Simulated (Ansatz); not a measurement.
Basis-set extrapolation for `[SiH3][B]1[AlH][S]1` (PBE0-D4/def2-TZVP geometry, frozen core, Ansatz). Multiplicity 1, RHF reference.

```csv
,def2-TZVPP,def2-QZVPP
HF,-955.429355,-955.456781
MP2 correlation,-0.466351,-0.502365
CCSD(T) correlation,-0.543806,not run
```

Energies in hartree. Use E(X) = E(∞) + A·exp(−7.88·√X) for Hartree–Fock and E(X) = E(∞) + B·X^(−2.97) for correlation, with X = 3 and 4, and add CCSD(T) minus MP2 of the smaller set to the MP2 limit.

Task: What is the CCSD(T) energy at the basis-set limit?

Result: HF limit: -955.456781 + (-0.027426) × 0.13774 = -955.46056. MP2 limit: -0.502365 + (-0.036014) × 0.74074 = -0.52904. Higher-order term: -0.543806 − (-0.466351) = -0.07745. Total: -956.06705 hartree, 246.5 kJ/mol below CCSD(T)/def2-TZVPP.
